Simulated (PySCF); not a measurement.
Working with the constants of CaAs

UHF-CCSD(T) constants of CaAs, ⁴Σ⁻ (quartet), unpaired electrons σ ↑, π ↑↑ (PySCF, no relativity, basis sets Ca def2-SVPD, As def2-SVPD; masses 39.9626 and 74.9216 u):

| Property | Result |
| --- | --- |
| ωe | 184.2 cm⁻¹ |
| ωexe | 1.18 cm⁻¹ |
| Be | 0.073002 cm⁻¹ |
| αe | 0.000484 cm⁻¹ |
| De to Ca + As | 0.60 eV |

(1) What force constant and bond length do these constants imply?

(2) Estimate the centrifugal constant D from the Kratzer relation and find the Dunham coefficient a1.

Correlated steps freeze 14 core orbitals. Correlated levels converge slowly with the basis: in double zeta they bind strong bonds too weakly, by up to about 1 eV, and carry superposition errors of some tenths. Spin–orbit coupling is left out. The state is the lowest determinant that a PBE0 search found; another state may lie lower at other levels.

Answers

(1) Reduced mass μred = 26.062 u; k = 5.8918×10⁻⁷·μred·ωe² (u, cm⁻¹, mdyn/Å) = 0.521 mdyn/Å; Re = √(16.8576/(μred·Be)) (u, cm⁻¹, Å) = 2.977 Å.

(2) D = 4Be³/ωe² = 4.59e-08 cm⁻¹; a1 = −1 − αeωe/(6Be²) = -3.79.
